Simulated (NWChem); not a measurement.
Species: CH5MgNS; SMILES [Mg]([S]C)[NH2]

```xyz
9

Mg     0.1773    -1.0082     0.0042
N     -0.2335    -2.8538    -0.0029
H     -0.3592    -3.4434     0.8131
H     -0.3598    -3.4353    -0.8245
S      0.6532     1.2504    -0.0013
C     -1.0264     2.0433     0.0002
H     -1.6043     1.7751    -0.8877
H     -0.8667     3.1244    -0.0083
H     -1.5962     1.7878     0.8971
```
Atoms are numbered in this order, from 1.

Results from NWChem. Pople sets run with spherical d functions. Geometry: optimised at B3LYP/6-31G* (spherical d). Vertical excitations in the gas phase.

Estimate the computed values for PBE0/6-31+G*, full TDDFT. Quantities: lowest excitation, singlet (eV); orbital gap (eV).


```json
{
 "lowest excitation, singlet (eV)": "3.97",
 "orbital gap (eV)": "5.25"
}
```
